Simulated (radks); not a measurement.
Question: The mean radii <r> (bohr) of the occupied orbitals of an atom or ion are listed with their occupations. Calculated with a radial shooting solver on a logarithmic mesh with Libxc functionals: non-relativistic Kohn-Sham, TPSS, spin-polarised, spherical densities, point nucleus; meta-GGA in the generalised Kohn-Sham scheme.

| orbital | occ. | <r> |
|---|---|---|
| 1s down | 1 | 0.01892 |
| 1s up | 1 | 0.01892 |
| 2s up | 1 | 0.07964 |
| 2s down | 1 | 0.07964 |
| 2p up | 3 | 0.06730 |
| 2p down | 3 | 0.06730 |
| 3s up | 1 | 0.2007 |
| 3s down | 1 | 0.2007 |
| 3p up | 3 | 0.1912 |
| 3p down | 3 | 0.1911 |
| 3d up | 5 | 0.1669 |
| 3d down | 5 | 0.1669 |
| 4s up | 1 | 0.4403 |
| 4s down | 1 | 0.4403 |
| 4p up | 3 | 0.4439 |
| 4p down | 3 | 0.4439 |
| 4d up | 5 | 0.4501 |
| 4d down | 5 | 0.4501 |
| 4f up | 7 | 0.4655 |
| 4f down | 7 | 0.4651 |
| 5s up | 1 | 0.9457 |
| 5s down | 1 | 0.9445 |
| 5p up | 3 | 0.9953 |
| 5p down | 3 | 0.9945 |
| 5d up | 1 | 1.122 |

Name the element and its charge. Open shells, if any, are filled with parallel spins first.

Answer: Z = 80, mercury, charge +11: Hg11+ in [Xe] 4f14 5d1. The 1s radius gives Z: for a bare nucleus <r> = 1.5/Z, 0.01875 bohr for Z = 80, and screening makes it slightly larger (0.01892 here). The occupations add up to 69, and the charge is Z minus that.
